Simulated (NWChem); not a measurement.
System meant: CH$_{4}$AlCl; SMILES [CH3][AlH][Cl]

NWChem input:

```
start job
memory heap 200 mb stack 900 mb global 1100 mb
geometry units angstroms noautosym nocenter noautoz
  Al    -0.599324     0.464664    -0.000693
  H     -2.181650     0.451269    -0.000876
  Cl     0.327219    -1.450684     0.000586
  C      0.540761     2.051441    -0.001238
  H      1.199965     2.066217    -0.878558
  H      1.193829     2.070835     0.880638
  H     -0.047910     2.976172    -0.005565
end
basis spherical
  * library def2-svp
end
dft
  xc xtpss03 ctpss03
  iterations 150
end
property
  shielding 6 1 2 3 4 5 7
end
task dft property
```

End of the output:

```
 Vector   23  Occ=0.000000D+00  E= 3.286608D-02
              MO Center= -8.2D-01,  8.9D-01, -1.0D-03, r^2= 5.3D+00
   Bfn.  Coefficient  Atom+Function         Bfn.  Coefficient  Atom+Function
  ----- ------------  ---------------      ----- ------------  ---------------
    12      1.276156  1 Al py                44     -1.164180  4 C  s
    27      0.552849  3 Cl s                 57      0.346475  5 H  s
    62      0.344231  6 H  s                  4      0.285132  1 Al s
    35      0.258170  3 Cl py                34     -0.237239  3 Cl px
     3     -0.235006  1 Al s                  9      0.202299  1 Al py

 center of mass
 --------------
 x =   0.04668328 y =  -0.14419629 z =  -0.00042305

 moments of inertia (a.u.)
 ------------------
         531.303677561638          24.282661337848          -0.034188157189
          24.282661337848          93.359896252447           0.281700481273
          -0.034188157189           0.281700481273         613.524944362212

     Multipole analysis of the density
     ---------------------------------

     L   x y z        total         alpha         beta         nuclear
     -   - - -        -----         -----         ----         -------
     0   0 0 0     -0.000000    -20.000000    -20.000000     40.000000

     1   1 0 0     -0.006109     -1.118287     -1.118287      2.230464
     1   0 1 0      0.724632     -0.820788     -0.820788      2.366207
     1   0 0 1     -0.000384      0.010046      0.010046     -0.020477

     2   2 0 0    -26.402206    -41.539747    -41.539747     56.677288
     2   1 1 0      0.133341      2.226275      2.226275     -4.319208
     2   1 0 1     -0.000497     -0.007234     -0.007234      0.013971
     2   0 2 0    -25.845042   -158.358415   -158.358415    290.871788
     2   0 1 1      0.002328      0.076994      0.076994     -0.151660
     2   0 0 2    -22.047752    -13.786880    -13.786880      5.526009

          -----------------------------------------
          Chemical Shielding Tensors (GIAO, in ppm)
          -----------------------------------------

 ------------------------------------------------------------------------
  xtpss03: d2 not coded                    0
 ------------------------------------------------------------------------
 ------------------------------------------------------------------------
  current input line :
    22: task dft property
 ------------------------------------------------------------------------
 ------------------------------------------------------------------------
 This error has not yet been assigned to a category
 ------------------------------------------------------------------------
 For more information see the NWChem manual at https://nwchemgit.github.io

0: xtpss03: d2 not coded:Received an Error in Communication
```

Question: Can this run be used? If not, why, and what is the fix?

Answer: The run crashed. Cause: this functional's second derivatives, which shieldings need, aren't coded here; the fix takes a hybrid GGA instead. This input runs:
```
start job
memory heap 200 mb stack 900 mb global 1100 mb
geometry units angstroms noautosym nocenter noautoz
  Al    -0.599324     0.464664    -0.000693
  H     -2.181650     0.451269    -0.000876
  Cl     0.327219    -1.450684     0.000586
  C      0.540761     2.051441    -0.001238
  H      1.199965     2.066217    -0.878558
  H      1.193829     2.070835     0.880638
  H     -0.047910     2.976172    -0.005565
end
basis spherical
  Al library def2-svp
  H library def2-svp
  Cl library def2-svp
  C library def2-svp
end
dft
  xc pbe0
  iterations 150
end
property
  shielding 6 1 2 3 4 5 7
end
task dft property
```
It converges to -742.64165 Ha (PBE0/def2-SVP, GIAO).
